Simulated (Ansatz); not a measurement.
**A barrier at the coupled-cluster level**

Start structure (Ge₄H₁₀ClF, closed shell), relaxed at PBE0-D4/def2-TZVP:

Ge1  (-0.806, -0.179, -0.133)
Ge2  (-0.575, 2.234, 0.144)
Ge3  (0.222, -1.026, -2.177)
Ge4  (-0.352, -1.437, 1.908)
F5  (-2.544, -0.362, -0.395)
H6  (2.325, 1.191, 0.457)
Cl7  (2.745, -0.021, 0.383)
H8  (-1.393, 2.728, 1.347)
H9  (-1.017, 2.978, -1.125)
H10  (0.904, 2.608, 0.407)
H11  (1.055, -2.281, -1.876)
H12  (-0.899, -1.375, -3.168)
H13  (1.132, 0.046, -2.795)
H14  (0.568, -2.630, 1.609)
H15  (-1.690, -1.943, 2.467)
H16  (0.324, -0.530, 2.948)
(Å)

The step: Ge₄H₉F ([F][Ge]([GeH3])([GeH3])[GeH3]) + HCl → Ge₄H₈ClF ([F][GeH2][Ge]([Cl])([GeH3])[GeH3]) + H₂; bonds formed: Ge1–Cl7, Ge2–F5, H6–H10; bonds broken: Ge1–F5, Ge2–H10, H6–Cl7. Ansatz 0.2.0; basis: def2-TZVPP and def2-QZVPP; cores frozen in the correlated methods. Filled d shells of the heavier atoms are correlated. The def2 sets are not built for correlating such inner shells, so the correlated values are less sure here. Extrapolation: Hartree–Fock as exp(−7.88 √X), correlation as X^−2.97. Energies below are by CCSD(T) at an estimated basis limit (MP2 extrapolated from triple and quadruple zeta, plus CCSD(T) − MP2 in triple zeta).

**Question.** What are the electronic barrier and the energy of the step, from the start structure to the end structure? (Judge from chemistry; the value comes from the calculation.)

**Answer.** By the calculation: Barrier 32.33 kcal/mol; step energy -12.49 kcal/mol (downhill); reverse barrier, their difference, 44.81 kcal/mol. Barrier and step energy count from the start structure, the reverse barrier from the end structure.

The saddle point: One imaginary mode of 393i cm⁻¹.
| pair | start (Å) | saddle (Å) | end (Å) |
| --- | --- | --- | --- |
| Ge1–Cl7 | 3.59 | 2.55 | 2.19 |
| Ge2–F5 | 3.30 | 2.39 | 1.75 |
| H6–H10 | 2.01 | 0.88 | 0.75 |
| Ge1–F5 | 1.77 | 1.95 | 3.31 |
| Ge2–H10 | 1.55 | 1.86 | 3.46 |
| H6–Cl7 | 1.28 | 1.81 | 3.03 |

Zero-point energy (harmonic, PBE0-D4): ZPE is 50.65 kcal/mol at the start and 50.10 kcal/mol at the saddle, so the barrier goes from 32.33 to 31.77 kcal/mol.

The T1 diagnostic stays at or below 0.013.

Labels in which every atom is bracketed show which atoms are joined, not bond orders.

For scale, one of the runs: CCSD(T)/def2-TZVPP, 405 basis functions, launched by `ansatz run in.yaml --threads 4 --pin off --events-out ev --progress --plain --max-ram 41984MiB --backend cuda --devices 0, --max-vram 37GiB`. Hardware: 4 CPU threads of an AMD EPYC 7R13 and a share of one NVIDIA H100, shared host. Wall time 60 s; peak host memory 1.7 GiB.
